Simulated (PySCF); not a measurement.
Screening by computed properties: pick the candidate that meets the target.

All species are isolated and taken at one optimised geometry, non-relativistic unless stated. Electronic properties by PySCF.

Dipoles, sizes and rotational constants follow the conformer. The torsions of the flexible species, by atom-mapped SMILES:
- `[CH3:1][Si:2]([CH3:3])([Cl:4])[Si:5]([Cl:6])([Cl:7])[Cl:8]`: C1–Si2–Si5–Cl6 53°
- `[CH3:1][NH:2][CH:3]1[SiH2:4][CH2:5][SiH2:6]1`: C1–N2–C3–Si4 -173°
- `[CH:1]#[C:2][CH2:3][Se:4][C:5](=[CH2:6])[CH:7]=[CH2:8]`: C2–C3–Se4–C5 -79°, C3–Se4–C5–C6 16°, Se4–C5–C7–C8 6°

(1) Wanted: static isotropic polarisability between 94 au and 120 au (CAM-B3LYP/def2-SVPD) and smallest rotational constant above 0.8 GHz (PBE0-D3(BJ)/def2-SVP), at PBE0-D3(BJ)/def2-SVP geometries. Which candidate meets both?
A. `CNC1[SiH2]C[SiH2]1`
B. `C[Si](C)(Cl)[Si](Cl)(Cl)Cl`
C. `c1cc(=S)cc(F)o1`
D. `C#CC[Se]C(=C)C=C`
E. `c1cc[s+]cc1`

(2) Wanted: electronic spatial extent ⟨r²⟩ about the centre of nuclear charge above 1300 bohr² (CAM-B3LYP/def2-SVPD) and HOMO–LUMO gap below 7.8 eV (CAM-B3LYP/def2-SVPD), at PBE0-D3(BJ)/def2-SVP geometries. Which candidate meets both?
A. `C#CC[Se]C(=C)C=C`
B. `CNC1[SiH2]C[SiH2]1`
C. `c1cc[s+]cc1`
D. `C[Si](C)(Cl)[Si](Cl)(Cl)Cl`
E. `c1cc(=S)cc(F)o1`

## Answers

(1) A. Computed values:
```
                   species  static isotropic polarisability  smallest rotational constant
               c1cc[s+]cc1                          66.3 au                     2.128 GHz
           c1cc(=S)cc(F)o1                          89.8 au                     0.909 GHz
        CNC1[SiH2]C[SiH2]1                          97.4 au                     1.234 GHz
          C#CC[Se]C(=C)C=C                         113.8 au                     0.763 GHz
C[Si](C)(Cl)[Si](Cl)(Cl)Cl                         128.8 au                     0.517 GHz
```

(2) A. Computed values:
```csv
species,electronic spatial extent ⟨r²⟩ about the centre of nuclear charge,HOMO–LUMO gap
c1cc[s+]cc1,555 bohr²,8.08 eV
CNC1[SiH2]C[SiH2]1,1034 bohr²,8.51 eV
c1cc(=S)cc(F)o1,1135 bohr²,6.30 eV
C#CC[Se]C(=C)C=C,1496 bohr²,7.47 eV
C[Si](C)(Cl)[Si](Cl)(Cl)Cl,2515 bohr²,9.85 eV
```
